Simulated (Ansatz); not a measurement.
This geometry of a periodic cell of 63 atoms, Si (host Si, host structure diamond, one Si atom removed), cell charge +2 is a first-order saddle point.

Method: DFT PBE, scalar-relativistic, plane waves, PAW (Ansatz 0.2.0). Settings: PAW set soft_1, cutoff 420 eV, k mesh 1x1x1, fermi-dirac smearing 0.02 eV, no spin polarisation.

```xyz
63
Lattice="10.8600 0.0000 0.0000 0.0000 10.8600 0.0000 0.0000 0.0000 10.8600" Properties=species:S:1:pos:R:3
Si 5.407 -0.002 0.023
Si 6.793 1.376 1.350
Si 8.162 2.700 -0.034
Si 9.480 4.070 1.351
Si 8.153 -0.008 2.711
Si 9.652 1.206 4.059
Si 0.003 0.000 -0.004
Si 1.352 1.363 1.362
Si 2.736 2.721 0.002
Si 4.060 4.104 1.370
Si 5.432 5.431 -0.001
Si 6.755 6.804 1.373
Si 8.140 8.124 0.003
Si 9.503 9.509 1.363
Si 2.557 0.015 2.871
Si 4.069 1.363 4.076
Si 5.430 2.721 2.690
Si 6.806 4.055 4.072
Si 8.140 5.435 2.694
Si 9.503 6.794 4.079
Si 5.432 -0.002 5.427
Si 6.819 1.340 6.769
Si 8.234 2.624 5.403
Si 9.522 4.036 6.768
Si 8.231 -0.026 8.057
Si 9.522 1.339 9.466
Si 0.000 5.443 0.012
Si 1.333 6.871 1.440
Si 2.698 8.163 0.032
Si 3.975 9.529 1.453
Si 0.006 2.710 2.712
Si 1.358 4.074 4.074
Si 2.698 5.462 2.732
Si 3.978 6.880 4.098
Si 5.394 8.164 2.733
Si 6.784 9.504 4.072
Si 0.695 -0.669 4.753
Si 1.375 1.196 6.626
Si 2.723 2.710 5.424
Si 4.080 4.072 6.809
Si 5.410 5.451 5.428
Si 6.794 6.781 6.806
Si 8.153 8.144 5.421
Si 9.648 9.490 6.640
Si 2.723 -0.006 8.138
Si 4.080 1.379 9.500
Si 5.463 2.702 8.130
Si 6.790 4.073 9.502
Si 8.163 5.397 8.128
Si 9.481 6.782 9.498
Si -0.011 8.287 2.857
Si 0.003 5.426 5.428
Si 1.351 6.794 6.790
Si 2.560 8.298 5.443
Si 4.069 9.507 6.790
Si 0.028 2.615 8.045
Si 1.356 4.047 9.476
Si 2.735 5.434 8.150
Si 4.059 6.803 9.534
Si 5.430 8.121 8.149
Si 6.803 9.502 9.487
Si 0.007 8.144 8.138
Si 1.358 9.505 9.503
```

Problem. Which two structures does it join? (They come from a converged band through this point; their orientation in space is the band's.)

Solution. Contacts lost: Si6–Si37, Si37–Si38, Si37–Si44. Contacts made: Si15–Si37, Si37–Si51, Si37–Si54. The atom that moves furthest is Si37, by 2.34 Å.

Initial state:

```xyz
63
Lattice="10.8600 0.0000 0.0000 0.0000 10.8600 0.0000 0.0000 0.0000 10.8600" Properties=species:S:1:pos:R:3
Si 5.423 0.016 0.005
Si 6.789 1.357 1.355
Si 8.144 2.716 -0.003
Si 9.504 4.072 1.355
Si 8.140 -0.002 2.714
Si 9.521 1.340 4.048
Si 0.002 -0.002 -0.011
Si 1.337 1.341 1.370
Si 2.732 2.707 0.005
Si 4.074 4.072 1.355
Si 5.433 5.428 -0.004
Si 6.788 6.787 1.356
Si 8.154 8.128 0.006
Si 9.521 9.523 1.371
Si 2.719 0.002 2.709
Si 4.058 1.340 4.092
Si 5.423 2.707 2.697
Si 6.789 4.072 4.070
Si 8.155 5.438 2.697
Si 9.521 6.804 4.092
Si 5.439 -0.003 5.425
Si 6.788 1.356 6.784
Si 8.155 2.706 5.443
Si 9.504 4.072 6.784
Si 8.154 0.016 8.135
Si 9.503 1.358 9.501
Si -0.015 5.438 0.006
Si 1.380 6.803 1.372
Si 2.714 8.146 -0.010
Si 4.058 9.480 1.370
Si 0.003 2.722 2.714
Si 1.359 4.072 4.070
Si 2.715 5.422 2.714
Si 4.057 6.804 4.048
Si 5.438 8.146 2.714
Si 6.790 9.502 4.070
Si 0.002 -0.002 5.426
Si 1.380 1.339 6.768
Si 2.714 2.721 5.426
Si 4.073 4.070 6.785
Si 5.423 5.437 5.444
Si 6.789 6.786 6.785
Si 8.139 8.146 5.427
Si 9.520 9.480 6.768
Si 2.715 -0.003 8.150
Si 4.074 1.357 9.500
Si 5.433 2.715 8.144
Si 6.788 4.072 9.500
Si 8.145 5.428 8.144
Si 9.504 6.787 9.500
Si 0.002 8.145 2.713
Si 0.003 5.422 5.425
Si 1.337 6.802 6.769
Si 2.718 8.142 5.430
Si 4.058 9.523 6.769
Si -0.015 2.706 8.134
Si 1.358 4.072 9.500
Si 2.733 5.436 8.135
Si 4.073 6.787 9.501
Si 5.423 8.127 8.135
Si 6.789 9.502 9.500
Si 0.002 8.146 8.150
Si 1.358 9.502 9.499
```

Final state:

Only the atoms that move by more than 0.05 Å are listed.
```
Si37 1.356 -1.356 4.074
```

Problem. How far does it lie above each of them?

Solution. 0.46 eV above the first and 0.46 eV above the second. This is the barrier of this one path; another mechanism may lie lower. Limits of this set-up: coarse k mesh, charged cell in a uniform background, uncorrected.

Run time: 4 min on 4 threads of Arm Neoverse V1, with other jobs on the host, peak memory 2.6 GiB.
